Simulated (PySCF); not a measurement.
Isomers of C7H8FNSi, from PBE0-D3(BJ)/def2-SVP geometry optimisation, gas phase (PySCF). One conformer each, no zero-point energy, no frequencies.

Question: Which is lower in electronic energy at this level?
A. `[F:1][CH2:2][C:3]#[C:4][SiH2:5][n:6]1[cH:7][cH:8][cH:9][cH:10]1` with C4–Si5–N6–C7 -45°: A = 2627, B = 444.7, C = 409.0 MHz, dipole 1.89 D
B. `[CH:1]#[C:2][Si@H:3]([CH3:4])[n:5]1[cH:6][cH:7][cH:8][c:9]1[F:10]` with C2–Si3–N5–C6 -114°: A = 1803, B = 803.5, C = 787.1 MHz, dipole 1.76 D

Answer: B. That is `C#C[Si@H](C)N1C=CC=C1F`, 11.5 kcal/mol below the other.

| SMILES | mapped SMILES | E (Eh) | relative (kcal/mol) | relative (kJ/mol) | dipole (D) |
| --- | --- | --- | --- | --- | --- |
| C#C[Si@H](C)n1cccc1F | [CH:1]#[C:2][Si@H:3]([CH3:4])[n:5]1[cH:6][cH:7][cH:8][c:9]1[F:10] | -714.61288 | 0.0 | 0.0 | 1.76 |
| FCC#C[SiH2]n1cccc1 | [F:1][CH2:2][C:3]#[C:4][SiH2:5][n:6]1[cH:7][cH:8][cH:9][cH:10]1 | -714.59450 | 11.5 | 48.3 | 1.89 |
